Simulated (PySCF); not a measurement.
InH₃: fields on a plane

These are results of PySCF, PBE, basis In def2-TZVP with ECP28, H def2-TZVP (scalar-relativistic core potentials, no spin–orbit coupling, density fitting), not measurements.

The singlet minimum has In–H 1.737 Å (×3); H–In–H 120.0° (×3).

The plane holds In1 at (0.00, 0.00), H2 at (1.74, 0.00), H3 at (-0.87, 1.50), H4 at (-0.87, -1.50) Å. Columns run from x = -2.85 to 4.05 Å, rows from y = 3.75 (top) to -3.45 Å, in steps of 0.3 Å. Other isomers or separated fragments may lie lower. Core electrons replaced by a potential are absent, the electrostatic potential uses the reduced nuclear charge, and values within about 0.7 Å of such atoms have no physical meaning.

Problem. Give the electron localisation function (set to 0 where the density is under 0.005 e/Å³). Lower edges of the bins: '0' 0.000, '1' 0.100, '2' 0.200, '3' 0.300, '4' 0.400, '5' 0.500, '6' 0.600, '7' 0.700, '8' 0.800, '9' 0.900; top 1.00.

Solution. 
```
000000000000000000000000
000000000000000000000000
000000000000000000000000
000089999850000000000000
000999999973000000000000
008999999984100000000000
009999999984100000000000
059999999974211233000000
059999999743334688700000
037999995222247999980000
003688622343248999997000
001344226876239999999000
000133247007339999999000
000133247007339999999000
001344226876239999999000
003688622343248999997000
037999995222247999980000
059999999743334688700000
059999999974211233000000
009999999984100000000000
008999999984100000000000
000999999973000000000000
000089999850000000000000
000000000000000000000000
000000000000000000000000
```

Problem. Give the electron density (e/Å³) (cut at 5 e/Å³). Every second row and column.

Solution. 
```
0.00 0.00 0.00 0.00 0.00 0.00 0.00 0.00 0.00 0.00 0.00 0.00
0.00 0.00 0.00 0.00 0.00 0.00 0.00 0.00 0.00 0.00 0.00 0.00
0.00 0.00 0.02 0.04 0.04 0.01 0.00 0.00 0.00 0.00 0.00 0.00
0.00 0.01 0.07 0.36 0.26 0.07 0.02 0.01 0.00 0.00 0.00 0.00
0.00 0.02 0.13 1.13 0.72 0.21 0.08 0.04 0.02 0.01 0.00 0.00
0.00 0.01 0.08 0.37 1.11 1.99 0.42 0.22 0.14 0.04 0.01 0.00
0.00 0.01 0.06 0.41 5.00 5.00 2.00 0.84 0.91 0.09 0.01 0.00
0.00 0.01 0.07 0.35 4.79 5.00 1.04 0.48 0.38 0.06 0.01 0.00
0.00 0.01 0.11 0.60 0.67 0.45 0.18 0.09 0.05 0.02 0.00 0.00
0.00 0.01 0.11 1.01 0.56 0.12 0.04 0.02 0.01 0.00 0.00 0.00
0.00 0.01 0.04 0.12 0.10 0.03 0.01 0.00 0.00 0.00 0.00 0.00
0.00 0.00 0.01 0.01 0.01 0.01 0.00 0.00 0.00 0.00 0.00 0.00
0.00 0.00 0.00 0.00 0.00 0.00 0.00 0.00 0.00 0.00 0.00 0.00
```
